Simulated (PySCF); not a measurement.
**Correlation energy of Sc+ (scandium, charge +1)**

[Ar] 3d1 4s1, high-spin 3D determinant. All numbers are calculated (PySCF 2.14, the non-relativistic Hamiltonian (point nucleus), in aug-cc-pVTZ (8s7p5d3f2g, 93 functions)). Frozen: [Ar]; 2 electrons correlated.

With two correlated electrons CCSD is exact within the correlated space (frozen core and kept virtual orbitals).

| level | correlation energy (mhartree) |
| --- | --- |
| CCSD | -4.62 |

Diagnostics: T1 = 0.012, D1 = 0.0241, largest double amplitude 0.017.

Cost of the coupled-cluster step: of the order of 11 core-seconds, for 2 correlated electrons.
